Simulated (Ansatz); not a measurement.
A nudged elastic band was laid between two geometries of C4H5FZn (11 atoms, charge 0, multiplicity 1).

All numbers below come from RKS LDA/def2-SVP (Ansatz).

```
movable images  : 7
climbing image  : yes
spring          : 5.0 eV/Å²
optimiser       : quadratic models (default)
start path      : IDPP
force threshold : 0.05 eV/Å
iteration limit : 60
end points      : relaxed
```

First end point:

```xyz
11
Properties=species:S:1:pos:R:3
C -0.235 -1.111 1.042
C 0.245 0.230 0.595
F 1.437 0.499 1.206
C 0.356 0.420 -0.902
C -0.368 1.342 -1.567
Zn -1.059 1.766 0.223
H 0.517 -1.899 0.794
H -1.196 -1.376 0.555
H -0.381 -1.126 2.142
H 1.084 -0.262 -1.404
H -0.334 1.462 -2.664
```

Last end point:

```xyz
11
Properties=species:S:1:pos:R:3
C -0.057 -1.168 1.004
C 0.506 0.100 0.454
F 1.869 0.051 0.534
C 0.065 0.458 -0.948
C -0.631 1.580 -1.221
Zn -0.455 1.891 0.711
H 0.242 -1.300 2.065
H 0.329 -2.049 0.437
H -1.165 -1.172 0.947
H 0.365 -0.279 -1.732
H -1.003 1.831 -2.230
```

Q: What changes between the two ends?

A: No bond is made or broken. The dihedral H9–C1–C2–Zn6 goes from -84 to 36°. The two ends are copies of one structure, up to a mirror image or an exchange of like atoms.

Q: Give the energies along the band, and the barrier.

A: The forces met the threshold. The highest image is number 4 of 0 to 8, 0.152 eV above the ends, which have the same energy within 2 meV. A vibrational analysis at the climbing image gives one clearly imaginary mode, 240i cm⁻¹: a first-order saddle point.

```json
{"image": "0", "path coordinate (Å)": "0.00", "energy (eV)": "0.000", "dihedral H9–C1–C2–Zn6 (°)": "-84"}
{"image": "1", "path coordinate (Å)": "0.42", "energy (eV)": "0.023", "dihedral H9–C1–C2–Zn6 (°)": "-70"}
{"image": "2", "path coordinate (Å)": "0.85", "energy (eV)": "0.076", "dihedral H9–C1–C2–Zn6 (°)": "-55"}
{"image": "3", "path coordinate (Å)": "1.27", "energy (eV)": "0.130", "dihedral H9–C1–C2–Zn6 (°)": "-40"}
{"image": "4", "path coordinate (Å)": "1.69", "energy (eV)": "0.152", "dihedral H9–C1–C2–Zn6 (°)": "-25"}
{"image": "5", "path coordinate (Å)": "2.12", "energy (eV)": "0.130", "dihedral H9–C1–C2–Zn6 (°)": "-10"}
{"image": "6", "path coordinate (Å)": "2.55", "energy (eV)": "0.075", "dihedral H9–C1–C2–Zn6 (°)": "5"}
{"image": "7", "path coordinate (Å)": "2.98", "energy (eV)": "0.021", "dihedral H9–C1–C2–Zn6 (°)": "20"}
{"image": "8", "path coordinate (Å)": "3.40", "energy (eV)": "0.000", "dihedral H9–C1–C2–Zn6 (°)": "36"}
```

Q: What is the geometry of the highest image?

A: 
```xyz
11
Properties=species:S:1:pos:R:3:forces:R:3
C -0.124 -1.194 0.989 -0.01 -0.03 0.00
C 0.434 0.121 0.511 0.01 0.03 0.01
F 1.784 0.150 0.730 0.00 0.00 0.01
C 0.134 0.473 -0.929 -0.01 0.00 -0.03
C -0.542 1.583 -1.282 -0.01 0.01 0.01
Zn -0.588 1.899 0.656 0.01 -0.02 0.00
H 0.714 -1.798 1.401 0.00 0.00 0.00
H -0.587 -1.774 0.160 0.00 0.00 0.00
H -0.888 -1.091 1.786 0.00 0.01 0.00
H 0.521 -0.263 -1.675 0.01 0.00 0.01
H -0.793 1.835 -2.327 0.00 -0.01 0.00
```

Q: What are the harmonic wavenumbers there?

A: 240i, 144, 187, 236, 372, 405, 431, 516, 657, 728, 789, 885, 902, 927, 1035, 1105, 1156, 1196, 1298, 1360, 1382, 1543, 2955, 2973, 3050, 3073, 3120 cm⁻¹.

Run time: 30 s on 2 threads of AMD EPYC 9B45 (Zen 5), with other jobs on the host, peak memory 0.19 GiB.
